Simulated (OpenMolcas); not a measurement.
Lines of Pt III: computed and rescaled rates

```
Program             : OpenMolcas
Method              : SS-CASPT2, IPEA 0.25 Eh, imaginary shift 0.1 Eh (closed shells correlated: 5s 5p)
Basis               : ANO-RCC-VTZP [8s7p5d3f1g]
Scalar Hamiltonian  : DKH2, point nucleus
Active space        : 8 electrons in 10 orbitals (5d 6d)
State averaging     : 2S+1 = 3 even, 10 roots; 2S+1 = 1 even, 15 roots
Spin-orbit coupling : RASSI with atomic mean-field integrals over the reference wave functions, term energies averaged over their components
```

Rates come from the transition moments of the reference wave functions (E1 and E2 in the length form). At fixed line strength A goes as λ^-3 for E1 and M1 and as λ^-5 for E2, so a rate at the computed wavelength can be rescaled to the measured one. Measured vacuum wavelengths follow from level energies in NIST levels as listed in McCann et al., Mon. Not. R. Astron. Soc. 538, 537 (2025). Branching counts decays inside the model space alone, at computed energies, and the table is only a selection of the M1 lines, drawn from those between levels with measured partners whose computed energy lies within a factor of 1.5 of the measured one.

| Upper | Lower | Type | λ computed (nm) | λ measured (nm) | A computed (s-1) | A rescaled (s-1) | Branching % |
| --- | --- | --- | --- | --- | --- | --- | --- |
| 5d⁸ ³F₃ | 5d⁸ ³F₄ | M1 | 1002 | 1025 | 2.49e+01 | 2.33e+01 | 98.8 |
| 5d⁸ ¹G₄ | 5d⁸ ³F₄ | M1 | 435.3 | 468.8 | 1.64e+01 |  | 89.3 |
| 5d⁸ ¹G₄ | 5d⁸ ³F₃ | M1 | 769.9 | 863.6 | 1.86e+00 |  | 10.1 |
| 5d⁸ ³P₁ | 5d⁸ ³P₀ | M1 | 3870 | 5427 | 2.65e-01 | 9.61e-02 | 1.7 |

Spin-changing lines and M1 lines between different terms are not rescaled, since their strength hangs on the term gaps too.

The largest correction is for 5d⁸ ³P₁ → 5d⁸ ³P₀ (M1): 2.65e-01 × (3870 / 5427)^3 = 9.61e-02 s-1, a factor of 0.36.

The computed rate and branching of 5d⁸ ³F₃ → 5d⁸ ³F₄ give the upper level a radiative lifetime of 0.988 / 2.49e+01 s-1 = 3.97e-02 s, counting decays inside the model space alone. The rescaled rate gives about 4.2e-02 s.

These are rates of the free ion; in crystals, glasses and complexes forced electric-dipole and non-radiative decay shorten such lifetimes by orders of magnitude. No measured rate stands beside these. Rescaling mends the energy factor alone: line strengths can still be far off where a level mixes with configurations outside the active space, and weak or spin-changing lines hang on small mixing coefficients that depend on the term gaps too, so rescaling need not improve them.

Term energies are means over components that CASPT2 splits; among the terms shown or strongly mixed into the levels shown the widest spread is 610 cm-1 (5d⁸ ¹G). Active for correlation alone: 6d; no level in the range computed is led by a configuration that fills it, so any true level of that kind is missing. Measured partners are found by configuration, term and J. A level has none where our copy of the source lacks it or the pairing is in doubt (some pairs that miss far off the trend of their configuration count as doubtful). Levels of configurations outside the active space are missing.
